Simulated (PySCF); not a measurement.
Input file for PySCF: R-M06-2X/def2-TZVPP on CH5AlS (SMILES C[S][AlH2]), a point of a torsion scan.

```python
from pyscf import gto, dft

mol = gto.M(
    atom='''
    C     1.35768440    0.16609638    0.11176536
    S     0.18822313   -1.17342327    0.61112467
    Al   -1.56724880   -0.31350824   -0.37238195
    H     1.84602536   -0.11373925   -0.81636725
    H     2.09300920    0.24854626    0.90538488
    H     0.83190183    1.11395718   -0.00359912
    H    -2.36004696   -1.03410109   -1.47476004
    H    -1.93736980    1.14084207   -0.01959711
    ''',
    basis='def2-tzvpp',
    charge=0, spin=0, verbose=4, max_memory=1800)
mf = dft.RKS(mol, xc='m062x').density_fit(auxbasis='def2-universal-jkfit')
mf.grids.level = 4
mf.conv_tol = 1e-9
mf.max_cycle = 150
mf.kernel()
mf.dip_moment()
```

Output:

```
PySCF version 2.14.0

[INPUT] verbose = 4
[INPUT] num. atoms = 8
[INPUT] num. electrons = 40
[INPUT] charge = 0
[INPUT] spin (= nelec alpha-beta = 2S) = 0
[INPUT] symmetry False subgroup None
[INPUT] Mole.unit = angstrom
[INPUT] Symbol           X                Y                Z      unit          X                Y                Z       unit  Magmom
[INPUT]  1 C      1.357684400000   0.166096380000   0.111765360000 AA    2.565651679594   0.313876668482   0.211205920613 Bohr   0.0
[INPUT]  2 S      0.188223130000  -1.173423270000   0.611124670000 AA    0.355690166008  -2.217448608492   1.154858254265 Bohr   0.0
[INPUT]  3 Al    -1.567248800000  -0.313508240000  -0.372381950000 AA   -2.961671001053  -0.592444711394  -0.703699899231 Bohr   0.0
[INPUT]  4 H      1.846025360000  -0.113739250000  -0.816367250000 AA    3.488482349402  -0.214936032113  -1.542710519564 Bohr   0.0
[INPUT]  5 H      2.093009200000   0.248546260000   0.905384880000 AA    3.955214164195   0.469684360685   1.710929460522 Bohr   0.0
[INPUT]  6 H      0.831901830000   1.113957180000  -0.003599120000 AA    1.572066621224   2.105073984693  -0.006801351089 Bohr   0.0
[INPUT]  7 H     -2.360046960000  -1.034101090000  -1.474760040000 AA   -4.459842395512  -1.954167845214  -2.786892575053 Bohr   0.0
[INPUT]  8 H     -1.937369800000   1.140842070000  -0.019597110000 AA   -3.661098324003   2.155879063682  -0.037033170733 Bohr   0.0

nuclear repulsion = 134.687954821722
number of shells = 69
number of NR pGTOs = 252
number of NR cGTOs = 185
basis = def2-tzvpp
ecp = {}


******** <class 'pyscf.df.df_jk.DFRKS'> ********
method = DFRKS
initial guess = minao
damping factor = 0
level_shift factor = 0
DIIS = <class 'pyscf.scf.diis.CDIIS'>
diis_start_cycle = 1
diis_space = 8
diis_damp = 0
SCF conv_tol = 1e-09
SCF conv_tol_grad = None
SCF max_cycles = 150
direct_scf = False
XC library pyscf.dft.libxc version 7.1.2
    S. Lehtola, C. Steigemann, M. J. T. Oliveira, and M. A. L. Marques,  SoftwareX 7, 1–5 (2018)
XC functionals = m062x
    Y. Zhao and D. G. Truhlar,  Theor. Chem. Acc. 120, 215 (2008)
    Y. Zhao and D. G. Truhlar,  Theor. Chem. Acc. 120, 215 (2008)
radial grids:
    Treutler-Ahlrichs [JCP 102, 346 (1995); DOI:10.1063/1.469408] (M4) radial grids

becke partition: Becke, JCP 88, 2547 (1988); DOI:10.1063/1.454033
pruning grids: <function nwchem_prune>
grids dens level: 4
symmetrized grids: False
atomic radii adjust function: <function treutler_atomic_radii_adjust>
small_rho_cutoff = 0
Set gradient conv threshold to 3.16228e-05
Initial guess from minao.
tot grids = 164528
******** <class 'pyscf.df.df.DF'> ********
auxbasis = def2-universal-jkfit
init E= -681.703894969078
  HOMO = -0.294124346401958  LUMO = -0.0719291973189264  gap/eV = 6.04624
cycle= 1 E= -681.694760204125  delta_E= 0.00913  |g|= 0.258  |ddm|= 1.98
  HOMO = -0.25679338300009  LUMO = -0.0472785494388006  gap/eV = 5.70119
cycle= 2 E= -681.705621073261  delta_E= -0.0109  |g|= 0.203  |ddm|= 0.484
  HOMO = -0.296576501690353  LUMO = -0.0390248055567994  gap/eV = 7.00834
cycle= 3 E= -681.716770425554  delta_E= -0.0111  |g|= 0.0342  |ddm|= 0.225
  HOMO = -0.295298035350342  LUMO = -0.0396197581107884  gap/eV = 6.95736
cycle= 4 E= -681.717031156528  delta_E= -0.000261  |g|= 0.00988  |ddm|= 0.0323
  HOMO = -0.294842929396076  LUMO = -0.0397537231091682  gap/eV = 6.94133
cycle= 5 E= -681.717050857911  delta_E= -1.97e-05  |g|= 0.00412  |ddm|= 0.0094
  HOMO = -0.294904352176765  LUMO = -0.039777055121764  gap/eV = 6.94237
cycle= 6 E= -681.717055406694  delta_E= -4.55e-06  |g|= 0.00112  |ddm|= 0.00329
  HOMO = -0.294833346339718  LUMO = -0.0398077080613177  gap/eV = 6.93960
cycle= 7 E= -681.717055783942  delta_E= -3.77e-07  |g|= 0.000238  |ddm|= 0.0011
  HOMO = -0.294843666814263  LUMO = -0.0397854600585816  gap/eV = 6.94049
cycle= 8 E= -681.717055817978  delta_E= -3.4e-08  |g|= 5.44e-05  |ddm|= 0.000424
  HOMO = -0.294853763462761  LUMO = -0.0397876835776039  gap/eV = 6.94070
cycle= 9 E= -681.717055821628  delta_E= -3.65e-09  |g|= 2.02e-05  |ddm|= 0.000152
  HOMO = -0.294851123791361  LUMO = -0.0397854299463418  gap/eV = 6.94069
cycle= 10 E= -681.717055822041  delta_E= -4.14e-10  |g|= 5.87e-06  |ddm|= 5.32e-05
  HOMO = -0.294852710359063  LUMO = -0.0397855209896214  gap/eV = 6.94073
Extra cycle  E= -681.717055822068  delta_E= -2.68e-11  |g|= 3.85e-06  |ddm|= 1.41e-05
converged SCF energy = -681.717055822068
Dipole moment(X, Y, Z, Debye):  0.37166,  1.01696, -0.49349
```

Self-consistency was reached.

Cost: roughly 26 core-seconds.
